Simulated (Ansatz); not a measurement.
`[NH2][AlH][Cl]` + `CNC` → `C[N](C)[AlH][Cl]` + NH₃ at 600 K and 1 bar (ligand exchange at the Al–N bond).

Computed with Ansatz on PBE0-D4/def2-TZVP structures; ΔE is electronic, products minus reactants. CCSD(T)/CBS is the MP2 limit (def2-TZVPP, def2-QZVPP) plus CCSD(T) − MP2 in def2-TZVPP, frozen cores. This one scheme is used for every species. Each species was taken in one conformer, which may not be the lowest.

```csv
species,CCSD(T)/CBS energy (Eh),H − E (kJ/mol),S (J/(mol·K))
`[NH2][AlH][Cl]`,-758.40905,131.1,353.8
`CNC`,-135.00321,284.6,333.5
`C[N](C)[AlH][Cl]`,-836.90351,303.8,451.1
NH₃,-56.50880,112.4,219.5
```

H − E and S are ideal-gas, rigid-rotor, harmonic terms from PBE0-D4/def2-TZVP, for one conformer and one mirror image of each species. 1 Eh = 2625.50 kJ/mol, R = 8.31446 J/(mol·K).

**Question.** By hand: ΔE, ΔH, ΔS and ΔG.

**Answer.** ΔE = (-836.90351) + (-56.50880) − (-758.40905) − (-135.00321) = -0.00005 Eh = -0.1 kJ/mol. Δ(H − E) = 303.8 + 112.4 − 131.1 − 284.6 = 0.5, so ΔH = 0.4 kJ/mol. ΔS = 451.1 + 219.5 − 353.8 − 333.5 = -16.7 J/(mol·K). ΔG = 0.4 − 600 × (-16.7)/1000 = 10.4 kJ/mol.

**Question.** By hand: the equilibrium constant, and the temperature at which ΔG would vanish if ΔH and ΔS stayed fixed.

**Answer.** log₁₀ K = −ΔG/(RT ln 10) = -0.9. ΔH and −TΔS have one sign here, so there is no such temperature. One of them is within its doubt of zero, so this could turn.

TΔS isn't small against ΔH here. A doubt of 5 kJ/mol in ΔE shifts log₁₀ K by 0.4 here. Other conformers and mirror images would add mixing entropy, several J/(mol·K) or more a flexible species. These are equilibria of isolated gas molecules and say nothing of rates. Largest T1 diagnostic: 0.011 (customary marks: 0.02 for closed shells, 0.045 for open ones).
